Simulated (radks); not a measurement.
Problem. The mean radii <r> (bohr) of the occupied orbitals of an atom or ion are listed with their occupations. Method: non-relativistic Kohn-Sham, LDA (Slater exchange, Perdew-Wang correlation), spin-unpolarised, spherical densities, point nucleus; computed with a radial shooting solver on a logarithmic mesh with Libxc functionals.

orbital  occ.      <r>
1s          2  0.05115
2s          2   0.2258
2p          6   0.1954

Name the element and its charge.

Solution. Z = 30, zinc, charge +20: Zn20+ in [Ne]. The 1s radius gives Z: for a bare nucleus <r> = 1.5/Z, 0.05 bohr for Z = 30, and screening makes it slightly larger (0.05115 here). The occupations add up to 10, and the charge is Z minus that.
